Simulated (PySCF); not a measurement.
Compound: C₄H₁₂F₂Si₃.
SMILES with atom numbers: `[F:1][CH:2]([F:3])[Si@@H:4]1[CH2:5][C@H:6]([CH2:7][SiH3:8])[SiH2:9]1`

Geometry (GFN2-xTB, Å), atoms numbered from 1 in this order:
```xyz
21
C4H12F2Si3 angstrom
F      4.4456    0.4013   -0.2126
C      3.1868    0.8272   -0.5205
F      2.8800    1.7846    0.4026
Si     1.9349   -0.6561   -0.3987
C      0.1559   -0.0874   -0.8525
C     -0.6324   -0.6856    0.3394
C     -1.8028    0.1791    0.7914
Si    -3.1168    0.4581   -0.5589
Si     0.8054   -0.9879    1.6095
H      3.2546    1.3342   -1.4928
H      2.5389   -1.6417   -1.3079
H      0.0741    1.0008   -0.8322
H     -0.2393   -0.4122   -1.8130
H     -1.0302   -1.6584    0.0296
H     -1.4224    1.1410    1.1423
H     -2.2765   -0.2952    1.6546
H     -3.4998   -0.8424   -1.1166
H     -4.2870    1.1078    0.0355
H     -2.5979    1.3120   -1.6296
H      0.8717    0.0355    2.6584
H      0.7484   -2.2978    2.2684
```

NICS is the negative of the GIAO shielding at a point without a nucleus: at the ring centre (0) and 1 Å above and below it (1); zz is the component along the ring normal. Level: GIAO PBE0/pcSseg-1 (PySCF, non-relativistic, gas phase) on the GFN2-xTB geometry, one conformer.

Ring bond lengths (Å), with Mayer bond orders in brackets: Si4–C5 1.922 (0.89), C5–C6 1.549 (0.97), C6–Si9 1.942 (0.87), Si9–Si4 2.328 (0.94).

Q: What do the NICS probes read (ppm)?

A: 
| ring | type | NICS(0) | NICS(1), two faces | NICS(1)zz, two faces | rms pucker (Å) | centre to ring atoms, mean (Å) |
| --- | --- | --- | --- | --- | --- | --- |
| Si4–C5–C6–Si9 | 4-membered ring with 2 Si; formal bonds all single | 0.2 | -1.0 / -1.5 | 7.1 / 4.8 | 0.12 | 1.36 |

Q: What can be read from them?

A: 
- Si4–C5–C6–Si9: mean NICS(1)zz 5.9 ppm, deshielded. Si4, C5, C6, Si9 have four or more neighbours; no verdict on aromaticity is drawn.

Q: How shielded are the nuclei of the rings and their hydrogens (means over atoms taken as equivalent)?

A: 
```tsv
atoms	environment	σ isotropic (ppm)	principal values of the symmetric part, first atom (ppm)
Si4	SiH silicon	380.9	323.9, 402.9, 415.9
C5	sp3 carbon bound to silicon	165.0	146.2, 161.2, 187.4
C6	sp3 carbon bound to silicon	160.4	142.7, 162.5, 176.0
Si9	SiH2 silicon	388.6	341.9, 350.5, 473.5
H11	Si–H hydrogen	26.87	23.3, 25.8, 31.4
H12	methylene hydrogen	30.52	26.6, 31.5, 33.5
H13	methylene hydrogen	29.82	24.8, 28.9, 35.8
H14	methine hydrogen	29.74	26.8, 29.3, 33.1
H20	Si–H hydrogen	27.06	24.7, 25.6, 30.9
H21	Si–H hydrogen	26.94	23.5, 24.8, 32.5
```
